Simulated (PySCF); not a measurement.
C4H6OSe, SMILES O=C1CC[C@@H]1[SeH].

Geometry: PBE-D3(BJ)/def2-SVP. The structure was generated by enumeration; whether it is a known compound was not checked. Other conformers were not sampled.

The numbers are results of PBE-D3(BJ)/def2-SVP (PySCF), not measurements.

Frequencies are harmonic and unscaled.

```json
[
 {"mode": "1", "ν (cm⁻¹)": "53", "IR (km/mol)": "5.1", "moving atoms (share of kinetic energy)": "C 44 %, H 33 %, O 16 %"},
 {"mode": "2", "ν (cm⁻¹)": "126", "IR (km/mol)": "1.0", "moving atoms (share of kinetic energy)": "O 41 %, C 25 %, Se 23 %, H 11 %"},
 {"mode": "3", "ν (cm⁻¹)": "189", "IR (km/mol)": "11.2", "moving atoms (share of kinetic energy)": "H 74 %, C 13 %, Se 9 %"},
 {"mode": "4", "ν (cm⁻¹)": "248", "IR (km/mol)": "1.4", "moving atoms (share of kinetic energy)": "H 49 %, C 37 %, Se 12 %"},
 {"mode": "5", "ν (cm⁻¹)": "406", "IR (km/mol)": "1.0", "moving atoms (share of kinetic energy)": "C 49 %, H 25 %, O 22 %"},
 {"mode": "6", "ν (cm⁻¹)": "473", "IR (km/mol)": "3.1", "moving atoms (share of kinetic energy)": "C 45 %, H 35 %, O 20 %"},
 {"mode": "7", "ν (cm⁻¹)": "556", "IR (km/mol)": "0.1", "moving atoms (share of kinetic energy)": "C 64 %, H 23 %, Se 9 %"},
 {"mode": "8", "ν (cm⁻¹)": "664", "IR (km/mol)": "2.5", "moving atoms (share of kinetic energy)": "C 47 %, O 32 %, H 21 %"},
 {"mode": "9", "ν (cm⁻¹)": "694", "IR (km/mol)": "4.3", "moving atoms (share of kinetic energy)": "H 75 %, C 22 %"},
 {"mode": "10", "ν (cm⁻¹)": "763", "IR (km/mol)": "0.9", "moving atoms (share of kinetic energy)": "H 80 %, C 17 %"},
 {"mode": "11", "ν (cm⁻¹)": "841", "IR (km/mol)": "1.2", "moving atoms (share of kinetic energy)": "C 59 %, H 40 %"},
 {"mode": "12", "ν (cm⁻¹)": "929", "IR (km/mol)": "2.7", "moving atoms (share of kinetic energy)": "C 61 %, H 39 %"},
 {"mode": "13", "ν (cm⁻¹)": "945", "IR (km/mol)": "1.2", "moving atoms (share of kinetic energy)": "H 57 %, C 42 %"},
 {"mode": "14", "ν (cm⁻¹)": "980", "IR (km/mol)": "2.2", "moving atoms (share of kinetic energy)": "C 64 %, H 34 %"},
 {"mode": "15", "ν (cm⁻¹)": "1040", "IR (km/mol)": "25.0", "moving atoms (share of kinetic energy)": "H 54 %, C 44 %"},
 {"mode": "16", "ν (cm⁻¹)": "1055", "IR (km/mol)": "86.9", "moving atoms (share of kinetic energy)": "C 70 %, H 28 %"},
 {"mode": "17", "ν (cm⁻¹)": "1087", "IR (km/mol)": "6.9", "moving atoms (share of kinetic energy)": "H 63 %, C 36 %"},
 {"mode": "18", "ν (cm⁻¹)": "1146", "IR (km/mol)": "5.5", "moving atoms (share of kinetic energy)": "H 69 %, C 31 %"},
 {"mode": "19", "ν (cm⁻¹)": "1171", "IR (km/mol)": "1.2", "moving atoms (share of kinetic energy)": "H 85 %, C 15 %"},
 {"mode": "20", "ν (cm⁻¹)": "1193", "IR (km/mol)": "5.1", "moving atoms (share of kinetic energy)": "H 60 %, C 39 %"},
 {"mode": "21", "ν (cm⁻¹)": "1223", "IR (km/mol)": "17.5", "moving atoms (share of kinetic energy)": "H 58 %, C 42 %"},
 {"mode": "22", "ν (cm⁻¹)": "1348", "IR (km/mol)": "12.2", "moving atoms (share of kinetic energy)": "H 91 %, C 9 %"},
 {"mode": "23", "ν (cm⁻¹)": "1406", "IR (km/mol)": "5.8", "moving atoms (share of kinetic energy)": "H 91 %, C 9 %"},
 {"mode": "24", "ν (cm⁻¹)": "1848", "IR (km/mol)": "247.5", "moving atoms (share of kinetic energy)": "C 64 %, O 35 %"},
 {"mode": "25", "ν (cm⁻¹)": "2346", "IR (km/mol)": "11.6", "moving atoms (share of kinetic energy)": "H 99 %"},
 {"mode": "26", "ν (cm⁻¹)": "3003", "IR (km/mol)": "4.4", "moving atoms (share of kinetic energy)": "H 95 %"},
 {"mode": "27", "ν (cm⁻¹)": "3017", "IR (km/mol)": "13.5", "moving atoms (share of kinetic energy)": "H 94 %"},
 {"mode": "28", "ν (cm⁻¹)": "3033", "IR (km/mol)": "4.6", "moving atoms (share of kinetic energy)": "H 92 %, C 8 %"},
 {"mode": "29", "ν (cm⁻¹)": "3064", "IR (km/mol)": "1.0", "moving atoms (share of kinetic energy)": "H 90 %, C 10 %"},
 {"mode": "30", "ν (cm⁻¹)": "3081", "IR (km/mol)": "6.4", "moving atoms (share of kinetic energy)": "H 90 %, C 10 %"}
]
```
